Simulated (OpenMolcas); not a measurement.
Sm3+: the spin-orbit constant, worked from levels

```yaml
Program: OpenMolcas 26.06
Basis: ANO-RCC-VTZP [8s7p5d3f2g1h]
Scalar_Hamiltonian: DKH2, point nucleus
Active_space: 5 electrons in 7 orbitals (4f)
State_averaging: 2S+1 = 6 odd, 21 roots; 2S+1 = 4 odd, 224 roots (208 in the spin-orbit step); 2S+1 = 2 odd, 490 roots (385 in the spin-orbit step)
Spin-orbit_coupling: state interaction with AMFI integrals over the reference wave functions, term energies averaged over their components
```

Methods: CASSCF; SS-CASPT2, IPEA 0.25 Eh, imaginary shift 0.1 Eh (closed shells correlated: 5s 5p).

**The spin-orbit constant.** For the Hund term ⁶H° of f5, E(J) = (A/2) J(J+1) + constant and ζ = 2S·A = 5A. From J = 5/2 to J = 15/2 the energy changes by 27.5 A.

```csv
Source,E(15/2) - E(5/2),A,ζ
CASSCF,7021.5,255.3,1277
SS-CASPT2,7059.0,256.7,1283
```

All in cm-1. Both methods take the spin-orbit matrix elements from the reference wave functions, so the second can move ζ only through the term energies and any multistate remixing. Second-order mixing with other terms is absorbed into this ζ.

CASPT2 breaks the degeneracy within a term, and the mean is taken; among the terms shown or strongly mixed into the levels shown the widest spread is 28 cm-1 (4f⁵ ⁶H°, SS-CASPT2). High states are left out of the spin-orbit mixing, which shifts the levels that they would mix with. Without dynamic correlation excited terms often stand tens of per cent too high (terms of higher spin than the ground term too low), and those without a measured partner can miss by more than the paired ones (holds for CASSCF). Only configurations of the active space appear.

° marks odd parity.
